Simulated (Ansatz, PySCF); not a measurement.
Spin gap between two states, R1 and P1; the higher of the two is an excited state, each structure at its B3LYP-D3(BJ)/def2-TZVP stationary point, reached from a drawn start (curvature not checked).
R1, C2H4 (SMILES C=C) (charge 0, multiplicity 1):
```xyz
6

C      0.000     0.000     0.662
C      0.000     0.000    -0.662
H      0.652     0.652     1.232
H     -0.652    -0.652     1.232
H      0.652     0.652    -1.232
H     -0.652    -0.652    -1.232
```
P1, C2H4 (SMILES C=C) (charge 0, multiplicity 3):
```xyz
6

C      0.00000     0.00000     0.72130
C      0.00000     0.00000    -0.72130
H      0.92323     0.00000     1.29369
H     -0.92323     0.00000     1.29369
H      0.00000     0.92323    -1.29369
H      0.00000    -0.92323    -1.29369
```

P less R. No zero-point or thermal terms; singlets are restricted closed shells; open shells are unrestricted.

Correlated levels freeze the cores. CBS: X⁻³ extrapolation of the correlation energy, Hartree–Fock from the larger set.

The values were computed with Ansatz (Gaussian orbitals); PySCF for the D3/D4 terms. No computed number here is a measurement.

```json
[
 {"level": "BLYP-D3(BJ)/def2-TZVPP", "spin gap (kJ/mol)": "275.8"},
 {"level": "revPBE/def2-TZVPP", "spin gap (kJ/mol)": "262.9"},
 {"level": "r2SCAN-D3(BJ)/def2-TZVPP", "spin gap (kJ/mol)": "239.3"},
 {"level": "B3LYP/def2-TZVPP", "spin gap (kJ/mol)": "269.8"},
 {"level": "BHLYP-D4/def2-TZVPP", "spin gap (kJ/mol)": "253.9"},
 {"level": "MP2/cc-pVQZ", "spin gap (kJ/mol)": "296.7"},
 {"level": "SCS-MP2/cc-pVDZ", "spin gap (kJ/mol)": "[?]"},
 {"level": "CCSD/cc-pVDZ", "spin gap (kJ/mol)": "[?]"},
 {"level": "CCSD(T)/CBS(cc-pVTZ, cc-pVQZ)", "spin gap (kJ/mol)": "[?]"}
]
```

Problem. Fill in the missing entries.

Solution. 
- SCS-MP2/cc-pVDZ, spin gap (kJ/mol): 284.1
- CCSD/cc-pVDZ, spin gap (kJ/mol): 266.7
- CCSD(T)/CBS(cc-pVTZ, cc-pVQZ), spin gap (kJ/mol): 287.5

Ansatz is a quantum-chemistry and plane-wave program.
